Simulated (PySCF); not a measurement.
## TDDFT excited states: [C6H9NP]+

Compound: C6H9NP (charge +1).
Numbering: `[CH3:1][PH2+:2][c:3]1[cH:4][cH:5][cH:6][cH:7][n:8]1` (hydrogens: H9, H10, H11 on C1; H12, H13 on P2; H14 on C4; H15 on C5; H16 on C6; H17 on C7)

Method used: PySCF 2.14.0, density-fitted response routines, TDDFT B3LYP/def2-SVPD, vertical, gas phase, core orbitals frozen in the response. Isolated species at its GFN2-xTB geometry (one conformer only). Torsions of this conformer, `[CH3:1][PH2+:2][c:3]1[cH:4][cH:5][cH:6][cH:7][n:8]1`: C1–P2–C3–C4 -179°.

Question: List the vertical singlet excitations with oscillator strengths and describe the spectrum.

Answer: 

| state | λ (nm) | E (eV) | f | \|μ\| (D) | main configurations (H = HOMO, L = LUMO) |
| --- | --- | --- | --- | --- | --- |
| S1 | 266.9 | 4.64 | 0.0017 | 0.31 | H→L (99%) |
| S2 | 236.8 | 5.24 | 0.0017 | 0.29 | H→L+1 (99%) |
| S3 | 226.0 | 5.49 | 0.047 | 1.50 | H-1→L (42%), H-2→L (25%), H-1→L+1 (22%) |
| S4 | 210.7 | 5.88 | 0.114 | 2.26 | H-1→L (44%), H-2→L (26%), H-1→L+1 (24%) |
| S5 | 193.3 | 6.41 | 0.015 | 0.78 | H→L+2 (95%) |
| S6 | 188.0 | 6.60 | 0.0011 | 0.21 | H-1→L+2 (98%) |
| S7 | 185.2 | 6.70 | 0.0032 | 0.35 | H→L+3 (95%) |
| S8 | 180.9 | 6.85 | 0.0052 | 0.45 | H-1→L+3 (95%) |

Triplets (Tamm–Dancoff): T1 4.11 eV, H-1→L (81%); T2 4.14 eV, H→L (81%), H→L+1 (17%); T3 4.72 eV, H-2→L (38%), H-1→L+1 (22%), H-2→L+1 (22%).

The lowest singlet comes at 267 nm (448 kJ/mol) in the ultraviolet; it is very weak; its leading configuration is HOMO→LUMO (99%). The most intense listed level is S4 at 5.88 eV (211 nm, f = 0.114), 1.24 eV above S1. Löwdin shares by element: HOMO nitrogen 56%, carbon 26% or more (atoms not listed hold the other 18%); LUMO carbon 36% or more, nitrogen 15%, phosphorus 13% (atoms not listed hold the other 36%). Orbital energies (eV): HOMO-3 -14.45, HOMO-2 -12.50, HOMO-1 -11.97, HOMO -11.82, LUMO -5.86, LUMO+1 -5.27, LUMO+2 -4.51. The listed states span 2.21 eV, and the widest gap between neighbours is 0.59 eV (S1 to S2). Weighted by f, the mean energy of these states is 5.85 eV. The window holds the lowest 8 singlets.
